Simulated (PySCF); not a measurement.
Geometry (Å), atoms numbered from 1 in this order:
```xyz
15

C     1.552   -1.039   -0.984
Si    0.388    0.414   -0.689
C     1.092    1.594    0.601
Si   -1.662   -0.407    0.083
O    -1.268   -1.201    1.511
H     1.151   -1.719   -1.751
H     2.543   -0.693   -1.318
H     1.679   -1.611   -0.052
H     0.157    1.150   -1.977
H     1.210    1.071    1.562
H     0.421    2.453    0.760
H     2.076    1.980    0.292
H    -2.311   -1.349   -0.892
H    -2.662    0.687    0.336
H    -1.994   -1.614    1.987
```

Geometry: PBE0-D3(BJ)/def2-SVP; GIAO absolute shieldings from PySCF 2.14, gas phase, non-relativistic, averaged over equivalent atoms.

At PBE/pcSseg-1 (149 basis functions, 30 s wall time on 1 thread of an x86-64 server CPU, shared host):
| atoms | σ (ppm) |
| --- | --- |
| C1/C3 | 186.1 |
| Si4 | 350.9 |
| Si2 | 378.4 |
| O5 | 336.7 |
| H13/H14 | 25.62 |
| H9 | 27.13 |
| H6/H7/H8/H10/H11/H12 | 30.80 |
| H15 | 31.29 |

Predict the values at HF/pcSseg-1 on the same geometry.

Results:


```csv
atoms,σ at HF/pcSseg-1,change
C1/C3,196.7,+10.6
Si4,415.8,+64.9
Si2,431.6,+53.2
O5,348.7,+12.0
H13/H14,27.07,+1.45
H9,28.15,+1.02
H6/H7/H8/H10/H11/H12,31.35,+0.55
H15,30.83,-0.46
```

The largest change is at Si4 (silicon bonded to O, Si, 2 H). Cost: 149 basis functions, 9.1 s wall time on 1 thread of an x86-64 server CPU, shared host.
